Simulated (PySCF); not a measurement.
Zn+ (zinc, charge +1) across methods

[Ar] 3d10 4s1, 2S determinant. Calculation: PySCF 2.14, in aug-cc-pwCVQZ-PP with ECP10MDF (9s9p8d5f4g3h, 180 functions); a scalar-relativistic core potential.

| method | E (hartree) | mean ε 3d α (eV) | mean ε 3d β (eV) | mean ε 4s α (eV) | Σ⟨r²⟩ (bohr²) | ⟨S²⟩ |
| --- | --- | --- | --- | --- | --- | --- |
| UHF | -225.67810 | -30.207 | -30.172 | -16.975 | 21.91 | 0.751 |
| r2SCAN | -226.6572 | -20.070 | -19.866 | -14.891 | 21.75 | 0.752 |
| B97-3 | -226.7806 | -22.884 | -22.729 | -15.053 | 21.77 | 0.750 |
| M06-L | -226.8046 | -19.843 | -19.672 | -14.220 | 21.55 | 0.751 |
| PBE | -226.7741 | -19.924 | -19.714 | -14.472 | 21.92 | 0.751 |
| LDA | -226.3761 | -20.224 | -20.023 | -14.782 | 21.86 | 0.751 |

(1) Estimate the same row for PBE0.

Energies and moments cover only the electrons outside the core potential.

## Answers

(1) E (hartree) = -226.7228; mean ε 3d α (eV) = -22.684; mean ε 3d β (eV) = -22.520; mean ε 4s α (eV) = -15.234; Σ⟨r²⟩ (bohr²) = 21.80; ⟨S²⟩ = 0.751.
